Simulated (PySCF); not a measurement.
Ligand exchange on a metal centre used in film growth or etching (Zr Cl-Br). Isolated molecules, 0 K electronic values unless said otherwise.

Calculation: B3LYP-D3(BJ)/def2-TZVP // TPSS-D3(BJ)/def2-SVP run with PySCF 2.14.0. All candidates: neutral, multiplicity 1. B3LYP has the VWN-RPA correlation part, as in Gaussian. 

The HOMO–LUMO gap is 6.43 eV. The HOMO is -9.43 eV and the dipole moment comes out as 0.01 D.

### Question
Say which member has these values.
(A) [Zr(Cl)4]
(B) [Zr(Br)4]
(C) [Zr(Cl)(Br)3]

### Answer
A, [Zr(Cl)4]. The others give [Zr(Br)4]: 5.51 eV, -8.63 eV, 0.00 D; [Zr(Cl)(Br)3]: 5.55 eV, -8.64 eV, 0.18 D
